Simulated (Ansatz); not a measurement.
Mulliken charges of `[CH3][Ga]([SH])[Br]` from r2SCAN/def2-TZVPP in Ansatz (PBE0-D4/def2-TZVP geometry).

```
atom   x (Å)   y (Å)   z (Å)  charge (e)
  C1  -0.025   1.434  -0.145      -0.301
 Ga2  -0.049  -0.514  -0.081       0.482
  S3   0.654  -1.731   1.605      -0.261
 Br4  -0.862  -1.714  -1.868      -0.291
  H5  -1.041   1.805  -0.289       0.084
  H6   0.387   1.852   0.774       0.085
  H7   0.578   1.761  -0.994       0.084
  H8   0.358  -2.893   0.998       0.120
```

By hand: the dipole of these point charges (1 e Å = 4.8032 D).

Σ q r = (0.101, 0.381, 0.207) e Å, of length 0.445 e Å = 2.14 D.

How does the dipole of the full density compare? (An estimate is asked.)

The calculation gave: (0.055, 0.325, 0.105) e Å, 1.66 D; the point charges give 1.29 times that, at 11° from its direction.

Point charges leave out the atoms' own dipoles, such as those of lone pairs, and Mulliken's split depends on the basis, so the two needn't agree.
